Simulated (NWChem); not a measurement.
Molecule: sulfur difluoride (SF₂); SMILES FSF

```xyz
3

F      1.2275     0.0000    -0.4961
S      0.0000     0.0000     0.5485
F     -1.2275     0.0000    -0.4961
```
Atoms are numbered in this order, from 1.

Results from NWChem. Pople sets run with spherical d functions. Geometry: optimised at PBE0/def2-SVP. Level: M06-2X/6-31G* with SMD (1 M gas to 1 M solution), gas-phase geometry.

What does the run give for solvent benzene? Quantities: solvation free energy (kcal/mol); cavity-dispersion-structure term (kcal/mol); dipole in solution (D).


```
Item                                         Value
-------------------------------------------  -----
solvation free energy (kcal/mol)              -1.5
cavity-dispersion-structure term (kcal/mol)   -0.9
dipole in solution (D)                        1.45
```
